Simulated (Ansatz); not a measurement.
Other settings, tried on Cr(NH2)3 (CrN₃H₆).

```yaml
crystal:
  periodic: [false, false, false]
  atoms:
    - {symbol: Cr, position_ang: [0.000043, 0.000133, -0.000318]}
    - {symbol: N, position_ang: [1.833888, -0.005765, -0.009457]}
    - {symbol: H, position_ang: [2.419789, -0.334086, -0.776188]}
    - {symbol: H, position_ang: [2.429453, 0.318654, 0.751630]}
    - {symbol: N, position_ang: [-0.912122, 1.591063, 0.004810]}
    - {symbol: H, position_ang: [-1.485352, 1.940868, 0.771673]}
    - {symbol: H, position_ang: [-0.927089, 2.265925, -0.759018]}
    - {symbol: N, position_ang: [-0.921695, -1.585113, 0.004577]}
    - {symbol: H, position_ang: [-0.931975, -2.260008, 0.768459]}
    - {symbol: H, position_ang: [-1.504928, -1.931682, -0.756169]}
basis:
  gaussian: {orbitals: def2-SVP}
magnetization: {spin_polarized: true, initial_magnetization: 3}
hamiltonian: {xc: {name: wB97X-V}}
accuracy: high
output: {forces: true}
```

```sh
$ ansatz run in.yaml --threads 4 --pin off --events-out ev --progress --plain --max-ram 8704MiB
```

It prints (some lines left out):

```
Functional definition: wB97X-V
2526 factors; integrals over basis functions are off by at most 9.6e-9 eV
396 factors; integrals over basis functions are off by at most 1.9e-9 eV
mean field evaluation 1: about -32968.7204 eV, gradient 4.6e1 eV
mean field evaluation 2: about -32968.0025 eV, gradient 4.8e1 eV
mean field evaluation 4: about -32977.0840 eV, gradient 1.7e0 eV
mean field evaluation 8: about -32977.3049 eV, gradient 3.3e-1 eV
mean field evaluation 16: about -32977.3109 eV, gradient 1.6e-2 eV
mean field evaluation 32: about -32977.3109 eV, gradient 1.9e-6 eV
mean field -32977.31094581 eV, -1211.8938244343 hartree, gradient 6.3e-8 eV, S^2 3.794356; 0 other end points of the search recorded, 0 dependent functions left out
reference -32977.31094549 eV, -1211.8938244227 hartree; 27, 24 occupied and 76, 79 virtual orbitals, 2526 factors
Total energy: -32977.31094549 eV, -1211.8938244227 hartree
Atom 0 at     0.000043     0.000133    -0.000318 Å, force     0.000916     0.001665     0.001039 eV/Å
Atom 1 at     1.833888    -0.005765    -0.009457 Å, force    -0.087641     0.002175     0.004185 eV/Å
Atom 2 at     2.419789    -0.334086    -0.776188 Å, force    -0.044777     0.004293     0.021847 eV/Å
Atom 3 at     2.429453     0.318654     0.751630 Å, force    -0.048222    -0.005599    -0.025494 eV/Å
Atom 4 at    -0.912122     1.591063     0.004810 Å, force     0.043952    -0.076164    -0.001675 eV/Å
Atom 5 at    -1.485352     1.940868     0.771673 Å, force     0.026973    -0.037554    -0.023071 eV/Å
Atom 6 at    -0.927089     2.265925    -0.759018 Å, force     0.019148    -0.042985     0.023939 eV/Å
Atom 7 at    -0.921695    -1.585113     0.004577 Å, force     0.044269     0.074337     0.001043 eV/Å
Atom 8 at    -0.931975    -2.260008     0.768459 Å, force     0.018528     0.042989    -0.024452 eV/Å
Atom 9 at    -1.504928    -1.931682    -0.756169 Å, force     0.026854     0.036843     0.022638 eV/Å
Dipole moment:    -0.000154    -0.000336    -0.000110 e Å
```

Run time 34 s (4 threads of Intel Xeon 6975P-C on a shared host), peak host memory 1.1 GiB.
